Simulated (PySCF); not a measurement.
Ga(H)2(SiH3) (GaH5Si), SMILES [SiH3][GaH2].

Geometry: PBE0-D3(BJ)/def2-TZVP.

These are TDDFT-ωB97X/def2-SVPD (PySCF) values and carry that method's errors.

Vertical excitations. Isolated molecule, no solvent.

Question: List the lowest excited states. (An estimate is asked for; the answer gives what the named calculation found.)

Answer: 
| state | energy (eV) | λ (nm) | f | main pairs |
|---|---|---|---|---|
| S1 | 4.26 | 291 | 0.002 | HOMO→LUMO 99 % |
| S2 | 5.06 | 245 | 0.000 | HOMO−1→LUMO 97 % |
| S3 | 7.14 | 174 | 0.036 | HOMO→LUMO+3 78 % |
| S4 | 7.38 | 168 | 0.178 | HOMO→LUMO+1 30 %, HOMO−2→LUMO 25 %, HOMO→LUMO+2 18 %, HOMO→LUMO+4 13 % |
| S5 | 7.45 | 166 | 0.007 | HOMO−3→LUMO 56 %, HOMO→LUMO+1 25 %, HOMO→LUMO+2 9 % |
| S6 | 7.49 | 166 | 0.083 | HOMO→LUMO+2 33 %, HOMO−3→LUMO 26 %, HOMO→LUMO+1 21 %, HOMO→LUMO+3 10 % |
| S7 | 7.72 | 161 | 0.215 | HOMO−2→LUMO 56 %, HOMO→LUMO+4 23 % |
| S8 | 7.84 | 158 | 0.371 | HOMO→LUMO+4 38 %, HOMO→LUMO+5 22 %, HOMO→LUMO+2 16 %, HOMO−2→LUMO 8 % |
| S9 | 8.21 | 151 | 0.253 | HOMO−1→LUMO+1 66 %, HOMO−1→LUMO+2 24 % |
| S10 | 8.43 | 147 | 0.087 | HOMO→LUMO+5 49 %, HOMO→LUMO+6 11 %, HOMO→LUMO+4 10 % |
| T1 | 3.74 | 331 | 0 | HOMO→LUMO 97 % |
| T2 | 4.73 | 262 | 0 | HOMO−1→LUMO 95 % |
| T3 | 6.37 | 195 | 0 | HOMO→LUMO+3 82 % |
| T4 | 6.54 | 189 | 0 | HOMO→LUMO+2 65 % |
Triplets are in the Tamm–Dancoff approximation, which puts them higher than full response would, so one can lie above its singlet here.
